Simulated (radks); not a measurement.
Dispersion coefficients C6 (hartree bohr^6) between ground-configuration atoms and ions, from the Casimir-Polder integral (3/pi) of alpha_A(iw) alpha_B(iw). Method: scalar-relativistic Kohn-Sham, LDA (Slater exchange, Perdew-Wang correlation), spin-polarised, spherical densities, finite nucleus; open shells are filled with parallel spins first (spin-orbit coupling, left out, can overturn this in heavy ions); Fermi nuclear charge, rms radius of each element as measured or else 0.836 A^(1/3) + 0.57 fm; computed with a radial shooting solver on a logarithmic mesh with Libxc functionals. Response by self-consistent Sternheimer equations with the Hartree and adiabatic LDA kernel, the relativistic mass of each level held fixed and spin-orbit coupling left out. For heavy and open-shell atoms this level of theory can miss by tens of per cent.

C6       Pt    Pt+   Pt2+   Pt3+   Pt4+   Pt5+   Pt6+
Pt    363.8
Pt+   204.3  121.6
Pt2+  142.3  87.47  64.06
Pt3+  104.6  65.84  48.88  37.70
Pt4+  79.56  51.00  38.28  29.79  23.71
Pt5+  62.00  40.34  30.55  23.95  19.18  15.61
Pt6+  49.50  32.58  24.86  19.60  15.79  12.90  10.71

Static polarisabilities (bohr^3): Pt ([Xe] 4f14 5d9 6s1) 37.72, Pt+ ([Xe] 4f14 5d9) 16.13, Pt2+ ([Xe] 4f14 5d8) 9.726, Pt3+ ([Xe] 4f14 5d7) 6.496, Pt4+ ([Xe] 4f14 5d6) 4.606, Pt5+ ([Xe] 4f14 5d5) 3.401, Pt6+ ([Xe] 4f14 5d4) 2.606. The combination rule 2 Ca Cb / ((alpha_b/alpha_a) Ca + (alpha_a/alpha_b) Cb) gives 19.31 for Pt6+-Pt3+, against 19.60 from the integral.
